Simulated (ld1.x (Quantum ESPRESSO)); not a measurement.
## u(r) = r·R(r): atom against pseudo-atom (Mn)

Columns: radius, all-electron u(r) and pseudo u(r) of the 3d shell (level -7.01 eV) of manganese in the configuration [Ne] 3s2 3p6 3d5 4s2 4p0; LDA (PZ), scalar-relativistic, PAW scheme, ld1.x (Quantum ESPRESSO) 7.5.

```tsv
r (bohr)	all-electron	pseudo
0.113	0.0776	0.0051
0.225	0.2990	0.0382
0.338	0.5365	0.1176
0.450	0.7157	0.2424
0.563	0.8267	0.3984
0.675	0.8776	0.5548
0.788	0.8858	0.6851
0.900	0.8663	0.7665
1.013	0.8298	0.7945
1.125	0.7847	0.7780
1.238	0.7351	0.7353
1.350	0.6850	0.6850
1.463	0.6352	0.6352
1.575	0.5878	0.5878
1.688	0.5426	0.5426
1.800	0.5005	0.5005
1.913	0.4610	0.4610
2.025	0.4248	0.4248
2.138	0.3910	0.3910
2.250	0.3600	0.3600
2.363	0.3313	0.3313
2.475	0.3051	0.3051
2.588	0.2808	0.2808
2.700	0.2586	0.2586
2.813	0.2380	0.2380
2.925	0.2192	0.2192
```

Question: How many radial nodes do the two functions have?

Answer: The all-electron 3d function has n − l − 1 = 0; the pseudo-wave has 0.

Question: At about which radius was the pseudo-wave matched?

Answer: 1.40 bohr. The columns agree to 0.0005 from 1.24 bohr on; several derivatives are matched, so the curves merge somewhat inside the radius.

Question: Is the pseudo-wave norm-conserving?

Answer: No, it belongs to a PAW set: the norm inside the radius is not constrained, and the difference is carried by the augmentation charge.
